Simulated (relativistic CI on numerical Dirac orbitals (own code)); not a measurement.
## Hyperfine structure of Nd⁴⁸⁺, mass number 145

Method of calculation: Dirac-Coulomb-Breit CI, orbitals from a KLI potential per configuration, a model potential for QED, unscaled Slater integrals (own radial code, finite nucleus).

CI space (outside the closed core [Ne]): 3s2, 3s 3p, 3p2, 3s 3d, 3d2, 3p 3d, 3p 4s, 3d 4s, 3s 4s, 3s 4p, 3s 4d, 3s 4f, 3s 5s, 3s 5p, 3s 5d, 3s 5f. Levels of other configurations are missing.

Nuclear spin I = 7/2, μ = -0.656 μN, Q = -0.314 b (tables of Stone and Pyykkö). The electronic factors are computed for point nuclear moments, without core polarisation or the Bohr-Weisskopf and QED corrections.

```csv
Level,E (eV),A (GHz),B (GHz)
3s 3p 3P°_1,111.894,-288.4,12.6
3s 3p 3P°_2,238.697,-127.5,-65.7
3s 3p 1P°_1,268.586,80.05,-44.9
3p2 1D_2,369.133,-53.36,-59.2
3p2 3P_1,370.218,10.65,-32.9
3s 3d 3D_1,404.136,99.2,-5.82
3s 3d 3D_2,411.005,-96.21,-9.24
3s 3d 3D_3,435.212,-78.57,-15
```

Levels with J = 0, under 50 % of one LS term, or S terms without an open s electron are left out. Small factors come from cancelling terms and can be off by tens of per cent or more.

At this charge energies of transitions that change n are usually good to better than 1 %, and those within a shell (Δn = 0) to a few per cent.

Task: Give the hyperfine levels of 3s 3p 3P°_1 relative to its centre of gravity.

Result: With K = F(F + 1) − I(I + 1) − J(J + 1), E = AK/2 + B[¾K(K + 1) − I(I + 1)J(J + 1)]/[2I(2I − 1)J(2J − 1)]: F = 5/2: 1304, F = 7/2: 279.4, F = 9/2: -1006 GHz.

LS names give the leading component of a level, which can be under half, so a name can repeat, a term be missing and a line seem to break the LS rules.
